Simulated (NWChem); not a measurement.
System meant: ZnNH$_{2}$Cl; SMILES [NH2][Zn][Cl]

NWChem input:

```
start job
memory heap 200 mb stack 900 mb global 1100 mb
geometry units angstroms noautoz
  Zn     0.147859    -0.314204    -0.000209
  Cl    -0.034398     1.784743     0.001801
  N      0.456411    -2.102268    -0.001808
  H      0.153831    -2.612560    -0.828508
  H      0.124186    -2.619569     0.808989
end
basis spherical
  Zn library def2-svp
  Cl library def2-svp
  N library def2-svp
  H library def2-svp
end
dft
  odft
  mult 2
  xc xpbe96 cpbe96
  iterations 150
  mulliken
end
task dft energy
```

End of the output:

```
 Summary of "ao basis" -> "" (spherical)
 ------------------------------------------------------------------------------
       Tag                 Description            Shells   Functions and Types
 ---------------- ------------------------------  ------  ---------------------
 Zn                         def2-svp                11       31   5s3p2d1f
 Cl                         def2-svp                 8       18   4s3p1d
 N                          def2-svp                 6       14   3s2p1d
 H                          def2-svp                 3        5   2s1p

  pbe96 is a nonlocal functional; adding pw91lda local functional.

                                 NWChem DFT Module
                                 -----------------

 Summary of "ao basis" -> "ao basis" (spherical)
 ------------------------------------------------------------------------------
       Tag                 Description            Shells   Functions and Types
 ---------------- ------------------------------  ------  ---------------------
 Zn                         def2-svp                11       31   5s3p2d1f
 Cl                         def2-svp                 8       18   4s3p1d
 N                          def2-svp                 6       14   3s2p1d
 H                          def2-svp                 3        5   2s1p

      Symmetry analysis of basis
      --------------------------

        a'         49
        a"         24

  number of electrons :                   56
  multiplicity        :                    2
 ------------------------------------------------------------------------
  no. of electrons and multiplicity not compatible                  56
 ------------------------------------------------------------------------
 ------------------------------------------------------------------------
  current input line :
    23: task dft energy
 ------------------------------------------------------------------------
 ------------------------------------------------------------------------
 There is an error in the input file
 ------------------------------------------------------------------------
 For more information see the NWChem manual at https://nwchemgit.github.io

0: no. of electrons and multiplicity not compatible:Received an Error in Communication
```

Find the fault in this run and fix the input.

The program refused the input. Cause: the multiplicity doesn't fit the number of electrons (an even count wants an odd multiplicity, and the reverse). This input runs:
```
start job
memory heap 200 mb stack 900 mb global 1100 mb
geometry units angstroms noautoz
  Zn     0.147859    -0.314204    -0.000209
  Cl    -0.034398     1.784743     0.001801
  N      0.456411    -2.102268    -0.001808
  H      0.153831    -2.612560    -0.828508
  H      0.124186    -2.619569     0.808989
end
basis spherical
  * library def2-svp
end
dft
  xc xpbe96 cpbe96
  iterations 150
  mulliken
end
task dft energy
```
It converges to -2294.62751 Ha (PBE/def2-SVP).
